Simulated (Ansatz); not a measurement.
Species: C$_{2}$H$_{4}$B, charge 0, doublet. C2H4B (SMILES C=C[BH], doublet).
B3LYP-D3(BJ)/def2-TZVP minimum from Ansatz (a first-principles code):
```xyz
7

B      0.0320    -0.0021     1.4309
H      0.1186     0.1983     2.5791
C     -0.1025    -0.3448     0.0551
C      0.0765     0.3400    -1.1331
H     -0.4199    -1.3921    -0.0305
H     -0.0903    -0.1420    -2.0851
H      0.3878     1.3751    -1.1494
```
Charge 0, spin multiplicity 2.

Quantity: atomisation energy (electronic, to ground-state atoms), in kcal/mol. UHF or UKS for unpaired electrons; spin-orbit terms are left out. CBS(X,Y): correlation extrapolated as X^-3, Hartree-Fock from the larger set. A bracket is a step between two methods taken in the basis named. The functionals are non-relativistic, so their misses hold any scalar relativity. Double hybrids freeze cores in their MP2 part. '+ core + X2C': CCSD(T) terms for core correlation (cc-pwCVTZ) and scalar relativity (cc-pVTZ-DK). Where a partner has so few electrons that a lower coupled-cluster level is exact, that level stands in. The UHF reference of C2H4B ([BH]C=C, doublet) is spin-contaminated (<S^2> up to 0.17 over the pure value in the sets run).

CCSD(T)/CBS(cc-pVTZ,cc-pVQZ) + [CCSDT(Q) - CCSD(T)]/cc-pVDZ + core + X2C (Ansatz) gives 628.2 kcal/mol.

Task: What does PBE/def2-TZVPD (Ansatz) give here, and how do the other levels compare?

Result: PBE gives 646.9 kcal/mol, 18.7 kcal/mol above it. Differences of the others: r2SCAN/def2-TZVPD (Ansatz) 10.5; B3LYP/def2-TZVPD (Ansatz) 4.0; PBE0/def2-TZVPD (Ansatz) 8.9; wB97M-V/def2-TZVPD (Ansatz) 3.1; B2PLYP/def2-TZVPD (Ansatz) -3.4; CCSD(T)/CBS(cc-pVTZ,cc-pVQZ) + core + X2C (Ansatz) -0.8 kcal/mol.
